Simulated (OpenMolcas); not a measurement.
Zr2+: CASPT2 settings compared

```
Program             : OpenMolcas
Basis               : ANO-R1 [6s4p3d1f]
Scalar Hamiltonian  : X2C, finite nucleus
Active space        : 2 electrons in 10 orbitals (4d 5d)
State averaging     : 2S+1 = 3 even, 10 roots; 2S+1 = 1 even, 15 roots kept (CI in the orbitals of an earlier block)
Spin-orbit coupling : RASSI with atomic mean-field integrals over the reference wave functions, term energies averaged over their components
```

Methods on the same reference wave functions:
A. CASSCF
B. SS-CASPT2, IPEA 0.3 Eh, sigma1 regulariser 0.3 Eh (closed shells correlated: 4s 4p)
C. SS-CASPT2, IPEA 0.4 Eh, sigma2 regulariser 0.2 Eh (closed shells correlated: 4s 4p)
D. XMS-CASPT2, IPEA 0.4 Eh, imaginary shift 0.15 Eh (closed shells correlated: 3d 4s 4p)

Energies in eV above 4d² ³F₂, the measured ground level; measured values from Moore, Atomic Energy Levels, vol. II, NSRDS-NBS 35 (1971 reprint of NBS Circular 467, 1952); NIST levels as listed in Rynkun, Gaigalas and Jonsson, Astron. Astrophys. 637, A10 (2020).

```csv
Level,A,B,C,D,Measured
4d² ³F₂,0.0000,0.0000,0.0000,0.0000,0.0000
4d² ³F₃,0.0712,0.0735,0.0730,0.0729,0.0844
4d² ³F₄,0.1587,0.1608,0.1603,0.1602,0.1843
4d² ¹D₂,1.0287,0.690,0.746,0.756,0.7119
4d² ³P₀,1.1597,0.979,0.985,0.983,0.9996
4d² ³P₁,1.1864,1.007,1.013,1.011,1.0322
4d² ³P₂,1.2510,1.063,1.071,1.069,1.0958
4d² ¹G₄,1.5654,1.411,1.408,1.427,1.3699
4d² ¹S₀,3.7453,2.909,2.912,2.932,2.9730
```

Deviations, from unrounded energies. A percentage is the sum of absolute deviations over the sum of measured energies, with the sign that they share, or ± where signs differ.

```json
{"Against measurement": "mean absolute deviation (cm-1)", "Levels": "8", "A": "1800", "B": "240", "C": "230", "D": "240"}
{"Against measurement": "fine structure of the ground term (%)", "Levels": "2", "A": "-14.5", "B": "-12.8", "C": "-13.2", "D": "-13.3"}
{"Against measurement": "other terms of the ground configuration (%)", "Levels": "6", "A": "+21.4", "B": "±2.5", "C": "±2.3", "D": "±2.5"}
```

B, C, D lie about equally close to measurement and A furthest from it. The largest miss of C in the table is 4d² ¹S₀, by -490 cm-1. The ranking rests on the paired levels alone, and a cruder setting can come out closer through cancelling errors.

Among B to D the level of the table that moves most is 4d² ¹D₂, by 530 cm-1 (lowest in B, highest in D). Moves below CASPT2's spread within the term are not significant.

The mean deviations of B to D differ by less than CASPT2's widest spread within a term (860 cm-1), so their order carries little weight.

From A to B the spin-free energies of the other terms of 4d² shown, above ³F, scale by factors of 0.63 to 0.89.

The lowest spin-free term lies below A's lowest term by 0.095 hartree in B, 0.094 hartree in C, 0.101 hartree in D.

CASPT2 does not keep the components of a term degenerate, so their means are used; among the terms shown or strongly mixed into the levels shown the widest spread is 860 cm-1 (4d² ³F, D). Terms from blocks run as CI alone lack orbitals of their own. Active for correlation alone: 5d; no level in the range computed is led by a configuration that fills it, so any true level of that kind is missing. Without dynamic correlation excited terms often stand tens of per cent too high (terms of higher spin than the ground term too low), and those without a measured partner can miss by more than the paired ones (holds for A). Some levels mix across a computed gap that differs much from the measured one, so their mixing is not that of the real levels (holds for A). Computed and measured levels are paired by configuration, term and J; levels that our copy of the source lacks, or whose pairing is in doubt (as where it misses far off the trend of its configuration), stay unpaired and out of the deviations. Levels of configurations outside the active space are missing.
